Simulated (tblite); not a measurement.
Compound: C₄H₃N₂Si (doublet state).
SMILES: `N#C[C@@H]1C[Si]1C#N`

Computed geometry: GFN2-xTB, gas phase. This method treats the open shell by occupation alone, without spin polarisation.

Masses are those of the commonest isotopes; rigid-rotor values at the optimised geometry. 

Question: What are A, B and C (cm⁻¹)?

Answer: Ia = 71.81, Ib = 457.08, Ic = 482.66 u·Å²; 505379 MHz·u·Å²/I gives 7038, 1106 and 1047 MHz, that is A = 0.23475, B = 0.03688, C = 0.03493 cm⁻¹.

Question: Classify the top.

Answer: A near-prolate asymmetric top; Ray's κ = -0.980.

Question: What does the inertial defect say?

Answer: Not planar: Δ = Ic − Ia − Ib = -46.23 u·Å². For a rigid frame Δ = −2 Σ m c², so Σ m c² = 23.11 u·Å² lies off the ab plane: 3.82 from hydrogen and 19.29 from heavier atoms. The atom farthest from that plane is 1.65 Å away.

Question: Give the other two planar moments, Paa and Pbb, and the rms extents of the mass along the axes.

Answer: Paa = Σ m a² = (Ib + Ic − Ia)/2 = 433.96 and Pbb = Σ m b² = (Ia + Ic − Ib)/2 = 48.70 u·Å². With the mass M = 107.01 u, the rms extents √(P/M) along a, b and c are 2.01, 0.67, 0.46 Å.

Question: Estimate the classical rotational partition function at 10 K, 50 K and 100 K.

Answer: Point group C1, symmetry number σ = 1; q = (√π/σ)·√((kT/h)³/(ABC)), k/h = 20836.6 MHz/K: 1870 at 10 K, 20900 at 50 K, 59100 at 100 K.

For this open shell read J as N, the rotation without spin; fine and hyperfine splittings come on top. Its GFN2-xTB frequencies are all real (lowest 59 cm⁻¹). Zero-point vibration and centrifugal distortion are left out.

The run took 0.26 s on one thread, Arm Neoverse V1 (aarch64), no GPU, shared host. That covers the optimisation of the geometry.
